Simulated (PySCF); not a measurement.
Species: C2H10BGeNO2.
SMILES with atom numbers: `[CH3:1][N:2]([GeH3:3])[CH2:4][B:5]([OH:6])[OH:7]`

Computed, not measured: PySCF, delta-SCF UKS SCAN, pcX-2 on the ionised atom, pcseg-1 elsewhere, spin-free X2C. These are vertical core ionisation energies against the vacuum level, from separate self-consistent calculations with and without the core hole.

Some binding energies are withheld.

```
atom(s)     bonded to  level  binding energy (eV)
     B5     2 O and C   B 1s               197.18
     C1     N and 3 H   C 1s               291.12
     C4  N, 2 H and B   C 1s                    ?
     N2    2 C and Ge   N 1s                    ?
  O6/O7       H and B   O 1s               539.12
```

Question: Fill in N 1s for N2 (atom 2).

Answer: 403.80 eV (nitrogen bonded to 2 C and Ge).

Question: Fill in C 1s for C4.

Answer: 290.89 eV (sp3 carbon bound to nitrogen). The other listed C 1s value is that of C1; the shift against it is -0.23 eV.

The 2 C 1s values lie within 0.23 eV of each other; Gaussian lines of 0.5 eV full width would blend them into one maximum.

Question: Which photon energy gives electrons from B 1s of B5 a kinetic energy of 50 eV, and what is their de Broglie wavelength?

Answer: hν = 197.18 + 50 = 247.18 eV, recoil neglected; λ = 12.264 Å/√(E/eV) = 1.73 Å.

Topologically equivalent atoms share the value of their first member; where this conformer doesn't relate them by symmetry, their own values could differ. Spin contamination (⟨S²⟩ against 0.75 for a pure doublet) is marked for B 1s of B5 (0.97), which makes this value less certain. No level of germanium is listed. One conformer (not necessarily the lowest) at the PBE0-D3(BJ)/def2-SVP geometry, without solvent, vibrations or thermal averaging.

On Arm Neoverse N1, one thread, on a shared host, this took 1.9 min wall and 0.77 GiB of memory at its peak.

The values belong to the conformer `[CH3:1][N:2]([GeH3:3])[CH2:4][B:5]([OH:6])[OH:7]`: C1–N2–C4–B5 -171°, N2–C4–B5–O6 20°, H–O6–B5–C4 180°, H–O7–B5–C4 5°.
